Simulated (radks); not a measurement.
Species: Yb2+. Configuration: [Kr] 4d10 4f14 5s1 5p6 6s1 (not the ground configuration). All-electron calculation, scalar-relativistic Kohn-Sham, XLYP, spin-unpolarised, spherical densities, finite nucleus; Fermi nuclear charge, rms radius 5.3108 fm. Program: a radial shooting solver on a logarithmic mesh with Libxc functionals.

Local quantities along the radius. ELF = 1/(1 + alpha^2) is the electron localisation function; alpha = (tau - tau_W)/tau_unif compares the Pauli kinetic energy density with that of the uniform gas; -r V(r) is the screened charge that the Kohn-Sham potential presents (atomic units); r v_xc is r times the local exchange-correlation potential (hartree bohr). tau is taken from the large components.

r (bohr)	ELF	alpha	-r V(r)	r v_xc
0.001138	0.999	0.02407	69.58	-0.1378
0.001555	0.999	0.02580	69.40	-0.1600
0.002108	0.999	0.02874	69.16	-0.1889
0.00288	0.999	0.03386	68.83	-0.2270
0.003934	0.998	0.04269	68.38	-0.2738
0.005332	0.997	0.05818	67.80	-0.3270
0.007284	0.992	0.08924	67.00	-0.3863
0.009951	0.976	0.1571	65.96	-0.4447
0.01349	0.909	0.3157	64.64	-0.4927
0.01842	0.665	0.7093	62.91	-0.5265
0.02517	0.365	1.320	60.71	-0.5520
0.03411	0.382	1.271	58.06	-0.6196
0.0466	0.647	0.7386	54.79	-0.7739
0.06367	0.736	0.5989	50.83	-0.8861
0.08629	0.500	1.000	46.31	-0.9038
0.1179	0.362	1.327	41.07	-0.9434
0.161	0.667	0.7060	35.43	-1.166
0.2183	0.665	0.7090	29.63	-1.198
0.2982	0.255	1.711	23.59	-1.056
0.4073	0.578	0.8546	17.84	-1.309
0.5521	0.698	0.6577	12.74	-1.409
0.7542	0.429	1.154	8.743	-1.236
1.03	0.351	1.360	6.069	-1.120
1.396	0.493	1.015	4.421	-1.056
1.908	0.305	1.511	3.395	-0.8557
2.606	0.094	3.098	2.877	-0.6843
3.532	0.251	1.727	2.602	-0.5508
4.826	0.734	0.6016	2.455	-0.4480
6.592	0.823	0.4634	2.272	-0.2712
8.934	0.388	1.255	2.108	-0.1085

On this mesh the ELF has minima near r = 0.029, 0.10, 0.30, 0.88, 2.6 bohr, which separate the shells, and maxima near 0.064 (0.74), 0.19 (0.73), 0.47 (0.70), 1.4 (0.49), 5.6 (0.83).
